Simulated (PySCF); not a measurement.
Computed shifts of a molecule C6H6, KT2/pcSseg-1 (PySCF), GIAO, gas phase, equivalent atoms averaged, in ppm (number of nuclei): ¹³C: 126.0 (6). ¹H: 7.48 (6). References: ¹³C against TMS (σ = 185.1 ppm); ¹H against TMS (σ = 31.47 ppm), references at their B3LYP-D3(BJ)/def2-TZVP geometries, non-relativistic. Geometry optimised at B3LYP-D3(BJ)/def2-SVP. Other conformers were not sampled.

Which molecule gave these data?
(A) C#CCCC#C
(B) c1ccccc1
(C) C#CC=C=CC
(D) C=C1C=CC=C1

B, c1ccccc1
